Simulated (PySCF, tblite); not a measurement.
Compound: C6H5N.
Bonds: C1–C2 (triple), C2–C3, C3–C4 (double), C3–C5, C5–C6, C6–N7 (triple). Hydrogens: H8 on C1; H9, H10 on C4; H11, H12 on C5.

Computed with GFN2-xTB (tblite), gas phase: Langevin dynamics at 400 K from the optimised GFN2-xTB geometry, time step 0.5 fs, friction 0.01 fs⁻¹, 2000 steps. Over the second half of the run the saved frames average 307 K, 23 % below the target.

Frame at 250 fs, instantaneous temperature 327 K:
```
atom  x, y, z in Å
C1      2.067    0.651   -0.055
C2      0.955    0.375    0.253
C3     -0.325    0.052    0.677
C4     -0.756   -1.139    1.209
C5     -1.317    1.223    0.481
C6     -1.903    1.204   -0.839
N7     -2.360    1.247   -1.885
H8      3.017    0.942   -0.302
H9      0.018   -1.823    1.510
H10    -1.750   -1.364    1.518
H11    -0.749    2.122    0.435
H12    -2.079    1.164    1.244
```

Frame at 425 fs, instantaneous temperature 236 K:
```
atom  x, y, z in Å
C1      1.641    0.942    0.434
C2      0.605    0.345    0.530
C3     -0.679   -0.092    0.861
C4     -0.793   -1.290    1.381
C5     -1.789    0.890    0.621
C6     -2.020    0.650   -0.794
N7     -2.031    0.431   -1.916
H8      2.536    1.452    0.114
H9      0.100   -1.844    1.380
H10    -1.761   -1.754    1.540
H11    -1.539    1.927    0.638
H12    -2.608    0.752    1.278
```

Frame at 625 fs, instantaneous temperature 276 K:
```
atom  x, y, z in Å
C1      1.895    0.413    1.296
C2      0.764    0.134    1.031
C3     -0.612   -0.263    0.772
C4     -0.951   -1.510    1.067
C5     -1.502    0.815    0.163
C6     -2.164    0.256   -1.027
N7     -2.841   -0.171   -1.840
H8      2.910    0.682    1.582
H9     -0.242   -2.224    1.442
H10    -1.946   -1.858    0.843
H11    -0.777    1.682    0.165
H12    -2.306    0.981    0.914
```

Frame at 800 fs, instantaneous temperature 239 K:
```
atom  x, y, z in Å
C1      1.739    0.589    0.969
C2      0.670    0.244    0.588
C3     -0.692   -0.201    0.427
C4     -1.025   -1.486    0.635
C5     -1.645    0.886    0.051
C6     -2.249    0.760   -1.272
N7     -2.773    0.462   -2.267
H8      2.726    0.939    1.197
H9     -0.262   -2.238    0.743
H10    -2.044   -1.758    0.519
H11    -1.162    1.887    0.059
H12    -2.487    0.927    0.801
```

Frame at 1000 fs, instantaneous temperature 247 K:
```
atom  x, y, z in Å
C1      1.480    0.656    1.307
C2      0.575   -0.064    0.929
C3     -0.621   -0.691    0.637
C4     -0.608   -1.951    0.256
C5     -1.914    0.064    0.759
C6     -2.231    0.434   -0.606
N7     -2.441    0.793   -1.653
H8      2.313    1.236    1.644
H9      0.340   -2.476    0.194
H10    -1.530   -2.414   -0.005
H11    -1.854    0.959    1.383
H12    -2.547   -0.702    1.212
```

Problem. What do single points at PBE0/pcSseg-1 (PySCF, gas phase) give on these frames?

Solution. 
```
t (fs)  GFN2-xTB E above start (eV)  DFT E above lowest frame (eV)  HOMO (eV)  LUMO (eV)  dipole (D)
   250                         0.30                           0.12      -7.53      -1.69        4.06
   425                         0.41                           0.31      -7.52      -1.32        3.54
   625                         0.42                           0.18      -7.56      -1.31        3.67
   800                         0.26                           0.00      -7.59      -1.51        3.79
  1000                         0.29                           0.14      -7.43      -1.40        3.80
```

The two levels order the frames alike by energy but for pairs within 0.08 eV at one level; measured from each level's lowest frame they differ by 0.16 eV at most. The HOMO–LUMO gap runs from 5.84 to 6.25 eV. These are instantaneous structures, not minima.

Problem. And the isotropic GIAO shieldings (ppm) from the same runs?

Solution. 
```json
{"atom": "C1", "250 fs": "90.7", "425 fs": "97.4", "625 fs": "101.7", "800 fs": "98.3", "1000 fs": "90.5", "mean": "95.7", "range": "11.2"}
{"atom": "C2", "250 fs": "101.6", "425 fs": "95.2", "625 fs": "95.2", "800 fs": "96.9", "1000 fs": "98.2", "mean": "97.4", "range": "6.4"}
{"atom": "C3", "250 fs": "49.9", "425 fs": "56.1", "625 fs": "53.3", "800 fs": "53.5", "1000 fs": "56.0", "mean": "53.8", "range": "6.2"}
{"atom": "C4", "250 fs": "43.8", "425 fs": "57.0", "625 fs": "47.9", "800 fs": "46.9", "1000 fs": "50.1", "mean": "49.1", "range": "13.2"}
{"atom": "C5", "250 fs": "159.7", "425 fs": "163.8", "625 fs": "158.5", "800 fs": "160.8", "1000 fs": "161.2", "mean": "160.8", "range": "5.3"}
{"atom": "C6", "250 fs": "65.1", "425 fs": "65.0", "625 fs": "67.3", "800 fs": "59.7", "1000 fs": "68.8", "mean": "65.2", "range": "9.1"}
{"atom": "N7", "250 fs": "-32.8", "425 fs": "-39.3", "625 fs": "-38.2", "800 fs": "-47.9", "1000 fs": "-28.6", "mean": "-37.4", "range": "19.3"}
{"atom": "H8", "250 fs": "29.1", "425 fs": "28.1", "625 fs": "28.0", "800 fs": "28.5", "1000 fs": "27.9", "mean": "28.3", "range": "1.2"}
{"atom": "H9", "250 fs": "25.4", "425 fs": "25.9", "625 fs": "25.0", "800 fs": "25.0", "1000 fs": "25.2", "mean": "25.3", "range": "0.9"}
{"atom": "H10", "250 fs": "25.2", "425 fs": "25.8", "625 fs": "25.5", "800 fs": "25.6", "1000 fs": "25.9", "mean": "25.6", "range": "0.7"}
{"atom": "H11", "250 fs": "29.2", "425 fs": "29.3", "625 fs": "27.1", "800 fs": "28.4", "1000 fs": "28.8", "mean": "28.6", "range": "2.2"}
{"atom": "H12", "250 fs": "28.8", "425 fs": "29.6", "625 fs": "27.5", "800 fs": "27.4", "1000 fs": "28.1", "mean": "28.3", "range": "2.2"}
```

What follows is the cost of the whole dynamics run. Time: 8.9 s wall; peak memory 0.18 GiB. Hardware: Arm Neoverse V1, one thread, shared host with 32 logical CPUs at a one-minute load of 27.
